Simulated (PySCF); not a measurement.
F3H3SiSn, SMILES [Sn]([F])([F])([F])[SiH3].

Geometry: PBE-D3(BJ)/def2-SVP. The def2 effective core potentials stand for the cores of Sn; spin–orbit coupling is left out.

Level of theory: TDA-PBE/def2-SVPD in PySCF.

Vertical excitations; the highest root listed may be one member of a degenerate set.  State labels are in the subgroup Cs.

```tsv
state	symmetry	energy (eV)	λ (nm)	f	main pairs
S1	A"	5.69	218	0.000	HOMO−1→LUMO 100 %
S2	A'	5.82	213	0.274	HOMO→LUMO 80 %, HOMO−6→LUMO 15 %
S3	A"	5.85	212	0.004	HOMO−3→LUMO (degenerate set)
S4	A'	5.85	212	0.004	HOMO−2→LUMO (degenerate set)
S5	A"	6.02	206	0.008	HOMO−4→LUMO (degenerate set)
S6	A'	6.02	206	0.008	HOMO−5→LUMO (degenerate set)
S7	A"	6.69	185	0.037	HOMO→LUMO+1 (degenerate set)
S8	A'	6.69	185	0.037	HOMO→LUMO+2 (degenerate set)
S9	A"	6.75	184	0.007	HOMO−7→LUMO (degenerate set)
S10	A'	6.75	184	0.007	HOMO−8→LUMO (degenerate set)
T1	A'	4.68	265	0	HOMO→LUMO 99 %
T2	A"	5.45	227	0	HOMO−1→LUMO 99 %
T3	A'	5.54	224	0	HOMO−2→LUMO (degenerate set)
T4	A"	5.54	224	0	HOMO−3→LUMO (degenerate set)
```
Triplets are in the Tamm–Dancoff approximation.
